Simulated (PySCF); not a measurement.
**Two-component Hartree-Fock for Cd (cadmium, neutral)**

Start: [Kr] 4d10 5s2. Calculated with PySCF 2.14 in x2c-TZVPPall-2c with one added diffuse shell each of s, p, d, f type (9s10p8d3f1g, 109 functions): generalised Hartree-Fock with the X2C-1e Hamiltonian and a Gaussian nucleus; spin-orbit coupling (SO) screened by Boettger's factors.

```
spinor shell  electrons  ε, screened SO (eV)  weight of nominal j (screened SO)  rms radius, screened SO (bohr)
       1s1/2          2             -26844.0                              1.000                          0.0348
       2s1/2          2              -4073.4                              1.000                           0.142
       2p1/2          2              -3781.8                              1.000                           0.124
       2p3/2          4              -3587.2                              1.000                           0.128
       3s1/2          2              -797.30                              1.000                           0.381
       3p1/2          2              -678.98                              1.000                           0.375
       3p3/2          4              -643.00                              1.000                           0.386
       3d3/2          4              -435.32                              1.000                           0.362
       3d5/2          6              -428.11                              1.000                           0.365
       4s1/2          2              -129.06                              1.000                           0.942
       4p1/2          2              -89.025                              1.000                            1.01
       4p3/2          4              -82.839                              1.000                            1.05
       4d3/2          4              -20.113                              1.000                            1.38
       4d5/2          6              -19.290                              1.000                            1.40
       5s1/2          2               -7.655                              1.000                            3.33
```

```
   quantity  screened SO
E (hartree)  -5591.90019
        M_J            0
       ⟨J²⟩        0.000
       ⟨L²⟩        0.016
       ⟨S²⟩        0.016
```

Breit and QED terms are absent; they matter most for the inner s and p1/2 levels.

Densities and radii are taken from the X2C orbitals without a picture-change correction, which distorts them close to the nucleus.
